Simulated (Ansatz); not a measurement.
Geometry optimisation, Ansatz, UKS PBE/def2-SVP.

Input:

```yaml
crystal:
  periodic: [false, false, false]
  atoms:
    - { symbol: B, position_ang: [0.1657, -0.0125, 1.2844] }
    - { symbol: O, position_ang: [-0.9731, -0.0173, 0.293] }
    - { symbol: B, position_ang: [-0.3497, -0.111, -1.0262] }
    - { symbol: Cl, position_ang: [0.0342, -1.7554, -1.7876] }
    - { symbol: I, position_ang: [0.0874, 1.7033, -2.2001] }
    - { symbol: H, position_ang: [0.5523, 1.0891, 1.6246] }
    - { symbol: H, position_ang: [0.5445, -0.9642, 1.7662] }
magnetization:
  spin_polarized: true
basis:
  gaussian: { orbitals: def2-SVP }
hamiltonian:
  xc: pbe
relax:
  f_tol: 0.02
  max_steps: 50
```

Command:

```bash
$ ansatz run input.yaml --threads 2 --pin off --max-ram 3072MiB --backend cpu --events-out ev --progress --plain --runs-dir out
```

Where does it end, and by what steps?

The run converged. After 23 steps the energy has fallen by 1.308 eV; H6 moved furthest, 1.26 Å.

```
step  energy less start (eV)  largest force component (eV/Å)  accepted
   0                  0.0000                           4.076       yes
   1                 -0.4160                           2.257       yes
   2                 -0.6517                           0.767       yes
   3                 -0.7347                           0.847       yes
   4                 -0.8184                           0.644       yes
   5                 -0.9285                           0.775       yes
   6                 -0.9812                           1.064       yes
   7                 -1.1205                           0.316       yes
   8                 -1.1853                           0.209       yes
   9                 -1.2068                           0.401       yes
  10                 -1.2286                           0.099       yes
  11                 -1.2299                           0.142       yes
  12                 -1.2368                           0.119       yes
  13                 -1.2439                           0.297       yes
  14                 -1.2469                           0.218       yes
  15                 -1.2715                           0.298       yes
  16                 -1.2921                           0.262       yes
  17                 -1.2761                           0.534        no
  18                 -1.3024                           0.188       yes
  19                 -1.3065                           0.100       yes
  20                 -1.3081                           0.023       yes
  21                 -1.3083                           0.022       yes
  22                 -1.3082                           0.041        no
  23                 -1.3083                           0.012       yes
```

```xyz
7
Properties=species:S:1:pos:R:3
B 0.334 0.063 1.412
O 0.005 -0.058 0.108
B -0.306 -0.158 -1.187
Cl -1.137 -1.591 -1.792
I 0.222 1.451 -2.519
H -0.473 0.580 2.161
H 1.417 -0.355 1.772
```

Run time: 50 s on 2 threads of Intel(R) Xeon(R) Platinum 8375C CPU @ 2.90GHz (Ice Lake), on a shared host, peak memory 0.19 GiB.
